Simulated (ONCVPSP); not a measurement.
**How hard is this niobium (Nb) ONCV potential?**

| Property | Result |
| --- | --- |
| Element | niobium |
| Generator | ONCVPSP 4.0.1 |
| Type | optimised norm-conserving Vanderbilt (ONCV) |
| Functional | LDA (Perdew-Zunger) |
| Relativity | scalar-relativistic |
| Frozen core | [Ar] 3d10 |
| Valence charge | 13 |
| Reference configuration | 4s2 4p6 4d4 5s1 |
| Partial waves | 4s+5s: rc 1.50 bohr, ncon 4, nbas 9, qcut 7 1/bohr, 2 projectors; 4p: rc 1.35 bohr, ncon 4, nbas 7, qcut 7.2 1/bohr, 1 projector; 4d: rc 2.65 bohr, ncon 5, nbas 10, qcut 4.7 1/bohr, 2 projectors, debl 1.7 Ha |
| Local potential | polynomial inside 1.00 bohr (lpopt 1, dvloc0 0 Ha) |
| Core correction | Teter function, fcfact 2, rcfact 1.25 |

Problem. For each optimised wave give the share of its norm inside rc, the residual kinetic energy above qcut (Ha) and the cutoffs (Ha) for errors of 10, 1, 0.1 and 0.01 mHa per electron.

Solution.

| wave | norm inside rc | residual KE | 10 mHa | 1 mHa | 0.1 mHa | 0.01 mHa |
| --- | --- | --- | --- | --- | --- | --- |
| 4s | 0.821 | 6.3e-05 | 15.8 | 20.0 | 23.8 | 89.9 |
| 5s | 0.037 | 1.7e-05 | 11.4 | 17.4 | 21.7 | 27.1 |
| 4p | 0.592 | 6.6e-04 | 16.6 | 24.6 | 67.6 | 83.3 |
| 4d | 0.728 | 3.4e-04 | 8.1 | 10.1 | 22.9 | 51.3 |
| d projector 2 | 0.267 | 3.6e-03 | 10.0 | 15.9 | 56.8 | 66.3 |

The occupied waves need 25 Ha and 68 Ha for 1 and 0.1 mHa. 1 of 4 tests not solved or not reliable.
